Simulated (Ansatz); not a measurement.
`C[SiH2]C1CC1` + `[CH3][AlH][N]=C=O` → `[CH3][Al]([CH3])[N]=C=O` + `[SiH3]C1CC1`  (formal exchange of groups at a C–Si bond)

Program: Ansatz. Geometries: PBE0-D4/def2-TZVP. ΔE: electronic, gas phase. CCSD(T)/CBS is the MP2 limit (def2-TZVPP, def2-QZVPP) plus CCSD(T) − MP2 in def2-TZVPP, frozen cores. Functionals use def2-TZVPP. One conformer a species, not always the lowest.

| level | ΔE (kcal/mol) |
| --- | --- |
| PBE-D4 | -1.4 |
| SCS-MP2/def2-TZVPP | -0.9 |
| HF/def2-QZVPP | -0.4 |
| SCS-MP2/def2-QZVPP | -0.9 |

What does CCSD(T)/CBS give? (Estimate.)

Ansatz gave: -1.1 kcal/mol. The listed levels differ from it by -0.3, 0.2, 0.7, 0.2 kcal/mol.

Largest T1 diagnostic among the species: 0.015.
